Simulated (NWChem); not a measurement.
System meant: SiH$_{3}$O$_{2}$I; SMILES O[SiH](O)I

Input file for NWChem:

```
start job
memory heap 200 mb stack 900 mb global 1100 mb
geometry units angstroms noautoz
  Si    -0.002848     1.341321     0.369354
  O     -1.420587     1.814016    -0.335469
  O      1.323428     2.076706    -0.280848
  I      0.081741    -1.072212     0.011622
  H      0.046130     1.635613     1.817676
  H     -1.601194     2.760182    -0.333172
  H      1.595645     1.804855    -1.163461
end
basis spherical
  * library def2-svp
end
dft
  xc pbe0
  iterations 150
  mulliken
end
task dft energy
```

End of the output:

```
             Grid Information
             ----------------
          Grid used for XC integration:  medium
          Radial quadrature: Mura-Knowles
          Angular quadrature: Lebedev.
          Tag              B.-S. Rad. Rad. Pts. Rad. Cut. Ang. Pts.
          ---              ---------- --------- --------- ---------
          Si                  1.10       88           9.0       590
          O                   0.60       49          10.0       434
          I                   1.40      123          11.0       590
          H                   0.35       45          11.0       434
          Grid pruning is: on
          Number of quadrature shells:   444
          Spatial weights used:  Erf1

          Convergence Information
          -----------------------
          Convergence aids based upon iterative change in
          total energy or number of iterations.
          Levelshifting, if invoked, occurs when the
          HOMO/LUMO gap drops below (HL_TOL):  1.00D-02
          DIIS, if invoked, will attempt to extrapolate
          using up to (NFOCK): 10 stored Fock matrices.

                    Damping( 0%)  Levelshifting(0.5)       DIIS
                  --------------- ------------------- ---------------
          dE  on:    start            ASAP                start
          dE off:    2 iters        150 iters           150 iters

      Screening Tolerance Information
      -------------------------------
          Density screening/tol_rho:  1.00D-10
          AO Gaussian exp screening on grid/accAOfunc:  14
          CD Gaussian exp screening on grid/accCDfunc:  20
          XC Gaussian exp screening on grid/accXCfunc:  20
          Schwarz screening/accCoul:  1.00D-08

      Superposition of Atomic Density Guess
      -------------------------------------

      charge =      53.0 I (Iodine)

      symmetry species            s     p     d     f
      number of basis functions =10     7     6
      number of cont. functions = 4     4     2
      number of closed shells   = 5     3     2
      number of open shells     = 0     1     0
      open shell occupation     = 0     5     0
 ------------------------------------------------------------------------
 atomscf:atomd: error in atom scf                   0
 ------------------------------------------------------------------------
 ------------------------------------------------------------------------
  current input line :
    20: task dft energy
 ------------------------------------------------------------------------
 ------------------------------------------------------------------------
 This error has not yet been assigned to a category
 ------------------------------------------------------------------------
 For more information see the NWChem manual at https://nwchemgit.github.io

0:atomscf:atomd: error in atom scf:Received an Error in Communication
```

Problem. Find the fault in this run and fix the input.

Solution. The run crashed. Cause: the def2 basis of a heavy element holds valence functions alone and wants its effective core potential (without it all electrons must fit into that basis). This input runs:
```
start job
memory heap 200 mb stack 900 mb global 1100 mb
geometry units angstroms noautoz
  Si    -0.002848     1.341321     0.369354
  O     -1.420587     1.814016    -0.335469
  O      1.323428     2.076706    -0.280848
  I      0.081741    -1.072212     0.011622
  H      0.046130     1.635613     1.817676
  H     -1.601194     2.760182    -0.333172
  H      1.595645     1.804855    -1.163461
end
basis spherical
  * library def2-svp
end
ecp
  I library def2-ecp
end
dft
  xc pbe0
  iterations 150
  mulliken
end
task dft energy
```
It converges to -739.09325 Ha (PBE0/def2-SVP with def2 effective core potentials on I).
